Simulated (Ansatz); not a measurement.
```xyz
13

C    -1.976   -0.718    0.148
O    -0.592   -0.846    0.343
Si    0.487    0.380    0.151
N     1.908    0.238    1.071
N     0.966    0.366   -1.488
H    -2.492   -1.438    0.787
H    -2.251   -0.929   -0.893
H    -2.335    0.287    0.401
H    -0.205    1.611    0.634
H     2.593   -0.464    0.841
H     1.910    0.457    2.054
H     0.342    0.040   -2.206
H     1.646    1.015   -1.844
```

Charge 0, multiplicity 1.

(1) List the PBE/def2-TZVPP orbital energies in eV (the Gaussian-basis code of Ansatz). (An estimate is asked.)

Answers

(1) Ansatz gave: Occupied: -1779.68, -509.80, -379.70, -379.67, -269.94, -137.27, -94.03, -94.00, -93.98, -24.96, -21.06, -20.51, -16.67, -13.10, -12.08, -11.92, -11.07, -10.74, -10.68, -9.77, -8.51, -6.96, -6.55, -6.01, -5.89. Lowest empty: 0.28, 0.52, 0.98, 1.54, 2.00, 2.07, 2.23, 2.61.
